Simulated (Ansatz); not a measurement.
`CS[SiH2][SiH2]S`. Total charge 0; spin multiplicity 1. The geometry is a stationary point of PBE0-D4/def2-TZVP. It is one conformer, not always the lowest.

```xyz
13

C     1.265   -0.233   -1.592
S     1.878    0.072    0.090
Si    0.230    1.180    0.877
Si   -1.687   -0.168    0.751
S    -1.038   -2.163    1.174
H     0.367   -0.853   -1.578
H     1.063    0.704   -2.110
H     2.053   -0.767   -2.120
H     0.047    2.456    0.129
H     0.594    1.473    2.286
H    -2.312   -0.071   -0.598
H    -2.719    0.227    1.746
H     0.259   -1.856    0.943
```

**Question.** What is the dipole moment at B3LYP/def2-TZVPP? (Estimate.)

**Answer.** Computed: 1.79 D, with components (0.03, 1.08, -1.43) D in this frame, pointing from negative to positive charge.

**Question.** And with PBE, r2SCAN, ωB97M-V? (Estimate.)

**Answer.** The calculation gave: PBE 1.78 D, r2SCAN 1.86 D, ωB97M-V 1.75 D.

**Question.** Give the Mulliken charges with B3LYP, r2SCAN, PBE in def2-TZVPP. (An estimate is asked.)

**Answer.** Computed: 
```csv
atom,B3LYP,r2SCAN,PBE
C1,-0.27,-0.15,-0.26
S2,-0.21,-0.23,-0.19
Si3,0.24,0.25,0.18
Si4,0.25,0.27,0.20
S5,-0.29,-0.29,-0.27
H6,0.12,0.09,0.12
H7,0.13,0.10,0.13
H8,0.13,0.09,0.13
H9,-0.06,-0.07,-0.05
H10,-0.05,-0.05,-0.04
H11,-0.06,-0.07,-0.05
H12,-0.06,-0.07,-0.04
H13,0.13,0.13,0.13
```

B3LYP here is the variant with VWN-RPA as its local correlation; programs differ in this.
